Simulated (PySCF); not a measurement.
Computed shifts of a molecule C₃H₉AlO, PBE0/pcSseg-1 run with PySCF, GIAO, gas phase, equivalent atoms averaged, in ppm (number of nuclei): ¹H: 4.96 (1), 4.27 (3), 1.37 (3), 0.42 (2). ¹³C: 57.3 (1), 11.4 (1), 2.5 (1). References: ¹H against TMS (σ = 31.56 ppm); ¹³C against TMS (σ = 186.3 ppm); ¹⁷O against H2O (σ = 334.2 ppm), references at their B3LYP-D3(BJ)/def2-TZVP geometries, non-relativistic. Coordinates come from a ωB97X-D3(BJ)/def2-SVP optimisation. Other conformers were not sampled.

Identify the compound among the candidates.
A. C[CH2][AlH][O]C
B. CC(C)[O][AlH2]
C. CC[O][AlH][CH3]
D. C[CH](C)[AlH][OH]

A, C[CH2][AlH][O]C
